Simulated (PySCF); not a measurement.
C8H11 (doublet state).
Z-matrix (Å and degrees, GFN2-xTB geometry), rows numbered from 1:
```
C 
C   1  1.2913
C   2  1.5088  1  124.86
C   3  1.5192  2  116.39  1    80.70
C   4  1.5355  3  104.91  2   159.41
C   5  1.5366  4  105.90  3   -26.94
C   3  1.5002  2  122.89  1  -142.14
C   3  1.4998  2  120.65  1   -69.88
H   1  1.0656  2  137.98  3     1.25
H   2  1.0855  1  120.98  3   178.48
H   4  1.0908  3  112.21  2   -78.65
H   4  1.0924  3  108.86  2    40.82
H   5  1.0893  4  111.64  3  -148.78
H   5  1.0902  4  109.97  3    91.85
H   6  1.0924  5  110.66  4   -90.31
H   6  1.0913  5  111.66  4   149.31
H   7  1.0810  3  121.88  8  -106.96
H   8  1.0789  3  119.50  7  -109.07
H   8  1.0803  3  117.15  7   107.08
```

The hyperfine couplings belong to this conformer and change with its torsions.

As a line formula: `[H]/[C]=C\[C@@]12CCC[C@@H]1C2` [radical].

The calculation used UKS B3LYP, pcH-1 on C H, non-relativistic, mean-field spin-orbit, GIAO in PySCF 2.14.0. Isolated species at its GFN2-xTB geometry (one conformer only). GFN2-xTB frequencies show an imaginary mode (73i cm⁻¹), so this geometry is no minimum at that level. The geometry wasn't refined by DFT: couplings that depend on bond lengths, twists or pyramidal angles can differ widely from those at the functional's own minimum. No stability test was run, so a lower SCF solution isn't excluded.

Principal values of hyperfine tensors in MHz (contact and dipolar terms together), for some of the nuclei:

```csv
atom,isotope,A1,A2,A3
C1,13C,236.31,258.69,459.42
H10,1H,104.08,105.12,122.73
C3,13C,78.98,79.63,102.25
H9,1H,10.55,35.66,82.45
C2,13C,-35.55,-12.95,1.86
C4,13C,-6.05,-5.82,-5.35
C8,13C,-4.92,-4.36,-3.85
H19,1H,1.18,1.77,6.91
```

Task: Give the isotropic coupling of each nucleus in MHz and in mT (g = 2.0022), and the anisotropic part.

Result: a_iso is a third of the trace, T = A − a_iso, and a(mT) = a(MHz)/(g × 13.996).

```json
{"atom": "C1", "a_iso (MHz)": "318.14", "a_iso (mT)": "11.353", "T1": "-81.83", "T2": "-59.45", "T3": "141.28"}
{"atom": "H10", "a_iso (MHz)": "110.64", "a_iso (mT)": "3.948", "T1": "-6.56", "T2": "-5.52", "T3": "12.08"}
{"atom": "C3", "a_iso (MHz)": "86.96", "a_iso (mT)": "3.103", "T1": "-7.97", "T2": "-7.32", "T3": "15.30"}
{"atom": "H9", "a_iso (MHz)": "42.89", "a_iso (mT)": "1.530", "T1": "-32.33", "T2": "-7.23", "T3": "39.56"}
{"atom": "C2", "a_iso (MHz)": "-15.55", "a_iso (mT)": "-0.555", "T1": "-20.00", "T2": "2.60", "T3": "17.41"}
{"atom": "C4", "a_iso (MHz)": "-5.74", "a_iso (mT)": "-0.205", "T1": "-0.31", "T2": "-0.08", "T3": "0.39"}
{"atom": "C8", "a_iso (MHz)": "-4.38", "a_iso (mT)": "-0.156", "T1": "-0.54", "T2": "0.02", "T3": "0.52"}
{"atom": "H19", "a_iso (MHz)": "3.29", "a_iso (mT)": "0.117", "T1": "-2.10", "T2": "-1.52", "T3": "3.62"}
```

Task: What spin density at the nucleus of H9 lies behind its contact coupling (g_N = 5.58569)?

Result: a_FC = (2μ0/3) gₑ μB g_N μN ρ(0)/(2S·h) = 800.24 MHz × g_N × ρ(0)/(2S), with ρ in bohr⁻³. With a_FC = 42.89 MHz and 2S = 1, ρ(0) = 0.009595 bohr⁻³. In magnitude that is 3.0 % of the 1/π = 0.318 of a free hydrogen atom.

Task: C6 (13C, g_N = 1.40482) isn't in the table. Its spin density at the nucleus is 0.002158 bohr⁻³. What is its contact coupling?

Result: By the same relation, a_FC = 2.43 MHz. Its full tensor has the principal values 2.02, 2.05, 3.20 MHz.

Task: Which nucleus of the table has the largest anisotropic coupling, and what is its form?

Result: C1: -81.8, -59.4, 141.3 MHz, rhombic: the two smaller values differ by 16 % of the largest.

Task: In a single crystal, with the field along each principal axis of the tensor of C1 in turn, what first-order splitting does this nucleus give (isotropic g, quadrupole terms neglected)?

Result: 2 lines (I = 1/2), spaced by |A_i|/(g × 13.996): 8.43, 9.23, 16.39 mT along the axes of A1, A2 and A3.
